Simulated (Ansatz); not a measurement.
Gas-phase reaction 2 R1 → P1, each structure at its B3LYP-D3(BJ)/def2-TZVP stationary point, reached from a drawn start (curvature not checked).
P1, H2 (SMILES [H][H]) (charge 0, multiplicity 1):
```xyz
2

H      0.0000     0.0000    -0.3720
H      0.0000     0.0000     0.3720
```
R1: H atom, charge 0, multiplicity 2.

P less R. No zero-point or thermal terms.

Codes used: Ansatz (Gaussian basis) for Hartree–Fock, density functionals and correlated methods. All values are computed, each at the level named.

Total energies in hartree:

| structure | PBE/def2-TZVPP | B3LYP/def2-TZVPP | CCSD(T)/cc-pVQZ |
|---|---|---|---|
| P1 | -1.166122 | -1.180004 | -1.173794 |
| R1 | -0.499616 | -0.502154 | -0.499946 |

Work out the reaction energy at each level in kcal/mol (1 hartree = 627.50947 kcal/mol), and say how far PBE/def2-TZVPP lies from CCSD(T)/cc-pVQZ.


- PBE/def2-TZVPP: (-1.166122) − 2 × (-0.499616) = -0.166890 hartree = -104.73 kcal/mol
- B3LYP/def2-TZVPP: (-1.180004) − 2 × (-0.502154) = -0.175696 hartree = -110.25 kcal/mol
- CCSD(T)/cc-pVQZ: (-1.173794) − 2 × (-0.499946) = -0.173902 hartree = -109.13 kcal/mol
PBE/def2-TZVPP less CCSD(T)/cc-pVQZ: 4.40 kcal/mol. CCSD(T)/cc-pVQZ is the level counted from, the highest shown, and no exact or measured value.

Ansatz is an electronic-structure program.
